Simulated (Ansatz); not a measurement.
The cluster PbSe₂⁻, relaxed as a doublet with UKS r2SCAN-D4/def2-TZVPD in Ansatz, starting from the GFN1-xTB geometry. Force threshold 0.02 eV/Å.

In the def2 sets Pb takes a core potential; there is no spin–orbit coupling. The structure comes from a short search, and lower isomers may exist.

Start:

```xyz
3

Pb    0.721    0.419   -0.334
Se    0.801   -0.878    1.837
Se   -1.523    0.459   -1.503
```

(1) Estimate the energy that the relaxation releases and the steps that it takes.

(2) Does the start keep its bonding and symmetry?

(3) Predict the relaxed structure.

Answers

(1) 5.5 kJ/mol, in 4 steps; 19 s on 4 threads of Arm Neoverse V2 on a shared host. No frequencies were taken in this run, so the end may be a saddle point.

(2) By distances, no bond broke or formed. The bond that changes most is Pb1–Se2, from 2.53 to 2.54 Å (atoms count from 1). Point group C2v at the start, C2v at the end, both within 0.05 Å.

(3) 
```xyz
3

Pb    0.597    0.347   -0.276
Se    0.940   -0.886    1.918
Se   -1.537    0.539   -1.642
```
Bond lengths: 2 × Pb–Se 2.54 Å.
